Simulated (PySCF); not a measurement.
W(O)2(Me)2 (C2H6O2W), SMILES [W]([CH3])([CH3])(=[O])=[O], multiplicity 1. Coordinates come from a PBE-D3(BJ)/def2-SVP optimisation. The multiplicity is an assumed one; no other spin state was optimised. The structure was generated by enumeration; whether it is a known compound was not checked. The def2 effective core potentials stand for the cores of W; spin–orbit coupling is left out.

Computed equilibrium geometry at PBE-D3(BJ)/def2-SVP (PySCF confirms it by a frequency run) as Cartesian coordinates in Å, and its point group:
point group C2v.
```xyz
11

W      0.0000     0.0000     0.0597
O      0.0000    -1.4100     1.0513
O      0.0000     1.4100     1.0513
C      1.7666     0.0000    -1.1059
H      1.7871    -0.9075    -1.7489
H      1.7871     0.9075    -1.7489
H      2.6862     0.0000    -0.4846
C     -1.7666     0.0000    -1.1059
H     -2.6862     0.0000    -0.4846
H     -1.7871     0.9075    -1.7489
H     -1.7871    -0.9075    -1.7489
```
